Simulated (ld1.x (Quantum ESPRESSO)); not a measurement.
**What one change does to a pseudopotential (lithium, TM)**

- Element: lithium (Li)
- Generator: ld1.x (Quantum ESPRESSO) 7.5
- Type: norm-conserving Troullier–Martins (Kleinman–Bylander form)
- Functional: LDA (PZ)
- Relativity: scalar-relativistic
- Frozen core: [He]
- Valence charge: 1
- Reference configuration: 2s0.5 2p0.5
- Partial waves: 2s (bound): rc 2.10 bohr; 2p (bound): rc 4.20 bohr; 3d channel at -0.1 Ry: rc 4.45 bohr
- Local potential: all-electron potential smoothed inside 1.70 bohr (lloc = -1)
- Core correction: Bessel-smoothed model core inside 2.15 bohr

All-electron outer shells of the reference configuration (LDA (PZ), scalar-relativistic, ld1.x):

```
shell  level (eV)  outermost node (bohr)  outermost maximum (bohr)
   1s      -51.85                      –                      0.36
   2s       -3.13                   0.84                      3.08
   2p       -1.38                      –                      3.86
```

Change: wave 2s (bound): rc 2.10 bohr becomes 2s (bound): rc 1.34 bohr.

Cutoffs: the cutoffs (Ry, on a coarse ladder) from which the occupation-weighted sum of valence levels, in a spherical-Bessel basis at the reference potential, stays within 10 and 1 mRy of its value at 400 Ry; they do not see the model core or the augmentation charge, which bear on the density cutoff. Errors are all-electron minus pseudo energies relative to the spin-unpolarised reference configuration.

Task: Predict the effect on cutoff, ghosts and configuration errors.

Result: The potential gets harder (6 Ry and 6 Ry → 35 Ry and 55 Ry); a bound ghost appears in s, which as a rule spoils a file; of the 5 tests that both files solve, the error grows in 2 and shrinks in 2 by more than 15 % and 0.3 meV (median size 1.7 → 2.9 meV). A smaller radius makes the pseudo-wave follow the all-electron one further in, where it bends more sharply, so more plane waves are needed.

| quantity | base | changed |
| --- | --- | --- |
| cutoff, loose | 6 Ry | 35 Ry |
| cutoff, tight | 6 Ry | 55 Ry |
| loose cutoff by channel (10 mRy a level) | s 6 Ry, p 6 Ry | s 40 Ry, p 6 Ry |
| bound ghosts | none | s |
| error for 2s1 2p0, meV [ΔE -0.87 eV] | -1.0 | +0.1 |
| error for 2s0.5 2p0, meV [ΔE 1.17 eV] | +2.4 | +2.9 |
| error for 2s0 2p1, meV [ΔE 0.88 eV] | -1.3 | +0.4 |
| error for 2s0.5 2p0.5 (spin-polarised), meV [ΔE -0.20 eV] | +4.1 | +4.6 |
| error for 2s1 2p0 (spin-polarised), meV [ΔE -1.11 eV] | +1.7 | +5.8 |
| s: phases at 4.87 bohr within 0.05 rad from the reference energy up to (Ry; the scan ends near 5) | 0.5 | 0.5 |
| p: phases at 4.87 bohr within 0.05 rad from the reference energy up to (Ry; the scan ends near 5) | 0.5 | 0.5 |
| d: phases at 4.87 bohr within 0.05 rad from the reference energy up to (Ry; the scan ends near 5) | 1.4 | 1.4 |

 A true bound ghost makes a file unfit for plane-wave use even where its test errors are small: the radial tests pick states by their node count and pass the ghost by.
